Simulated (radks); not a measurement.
Task: Successive ionisation energies (eV) of one element, from differences of total energies of ions in their ground configurations, starting at charge 22: 715.79, 749.53, 1304.6, 1381.5, 1459.9, 1539.8, 1621.3, 1704.2, 1802.7, 1889.3, 1977.4, 2066.9, 2313.4, 2393.3, 2473.9, 2554.9, 2708.3, 2792.4, 2967.4, 3044.7, 7035.4, 7260.5. All-electron calculation, Dirac Kohn-Sham, BLYP, spin-unpolarised, spherical densities, finite nucleus; open shells fill j = l - 1/2 first; Fermi nuclear charge, rms radius 4.7423 fm. Program: a radial shooting solver on a logarithmic mesh with Libxc functionals. Which element is it?

Result: Tellurium (Z = 52). The first species listed is Te22+ in [Ar] 3d10 4s2, the last Te43+ in [He] 2s2 2p5.
